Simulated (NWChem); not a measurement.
System: GeH$_{2}$, singlet; SMILES [GeH2]

NWChem input:

```
start job
memory heap 200 mb stack 900 mb global 1100 mb
geometry units angstroms
  Ge     0.000000     0.000000     0.034964
  H      0.000000    -1.133163    -1.085552
  H      0.000000     1.133163    -1.085552
end
basis spherical
  * library sto-3g
end
dft
  xc hfexch
  iterations 150
end
driver
  maxiter 120
end
task dft optimize
task dft freq
```

Low-valent species are run as closed-shell singlets; no triplet was tried in these runs.

The level has its own optimisation; frequencies are unscaled.

### Question
Predict the main results of this run. (Hartree-Fock/STO-3G.) Quantities: basis functions; r Ge–H (Å); highest harmonic frequency (cm⁻¹); lowest (cm⁻¹); zero-point energy (kcal/mol); dipole (D).

### Answer
The number of basis functions is 20 and the r Ge–H (Å) is 1.462. The highest harmonic frequency (cm⁻¹) is 2351. The lowest (cm⁻¹) is 1346 and the zero-point energy (kcal/mol) is 8.5. The dipole (D) is 0.65.
